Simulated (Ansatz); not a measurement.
Basis-set extrapolation for `[SiH3][O][AlH][O][SiH3]` (PBE0-D4/def2-TZVP geometry, frozen core, the Gaussian-basis code of Ansatz). Multiplicity 1, RHF reference.

```tsv
	def2-TZVPP	def2-QZVPP
HF	-973.903754	-973.938351
MP2 correlation	-0.794395	-0.857374
CCSD(T) correlation	-0.871935	not run
```

Energies in hartree. Use E(X) = E(∞) + A·exp(−7.88·√X) for Hartree–Fock and E(X) = E(∞) + B·X^(−2.97) for correlation, with X = 3 and 4, and add CCSD(T) minus MP2 of the smaller set to the MP2 limit.

Task: What is the CCSD(T) energy at the basis-set limit?

Result: HF limit: -973.938351 + (-0.034597) × 0.13774 = -973.94312. MP2 limit: -0.857374 + (-0.062979) × 0.74074 = -0.90403. Higher-order term: -0.871935 − (-0.794395) = -0.07754. Total: -974.92469 hartree, 93.5 kcal/mol below CCSD(T)/def2-TZVPP.
